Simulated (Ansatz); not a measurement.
One change: `OB(Cl)CCl` becomes `N[SiH2]B(O)Cl`.

Ansatz, PBE0-D4/def2-TZVP geometries, multiplicity 1. Each molecule was computed in one conformer, which needn't be the lowest.

```tsv
property	`OB(Cl)CCl`
size of the dipole moment (ωB97M-V/def2-TZVPP) / D	1.26
size of the dipole moment (PBE/def2-TZVPP) / D	1.18
LUMO energy (PBE0/def2-TZVPP) / eV	-0.23
size of the dipole moment (B3LYP/def2-TZVPP) / D	1.25
HOMO energy (ωB97M-V/def2-TZVPP) / eV	-10.97
HOMO–LUMO gap (B3LYP/def2-TZVPP) / eV	8.00
```

(1) Give the same properties after the change, and the shifts. (Best estimate.)

Results:

(1) The calculation gave: 
| property | `N[SiH2]B(O)Cl` | shift |
| --- | --- | --- |
| size of the dipole moment (ωB97M-V/def2-TZVPP) / D | 1.52 | 0.26 |
| size of the dipole moment (PBE/def2-TZVPP) / D | 1.50 | 0.32 |
| LUMO energy (PBE0/def2-TZVPP) / eV | -0.93 | -0.70 |
| size of the dipole moment (B3LYP/def2-TZVPP) / D | 1.50 | 0.25 |
| HOMO energy (ωB97M-V/def2-TZVPP) / eV | -9.37 | 1.60 |
| HOMO–LUMO gap (B3LYP/def2-TZVPP) / eV | 5.79 | -2.21 |

With PBE0 the HOMO rises by 1.59 eV and the LUMO falls by 0.70 eV, so the gap narrows by about 2.29 eV. PBE moves the HOMO by 1.55 eV and ωB97M-V by 1.60 eV. Dipoles are sizes alone; their direction can turn.

B3LYP here is the variant with VWN-RPA as its local correlation; programs differ in this.
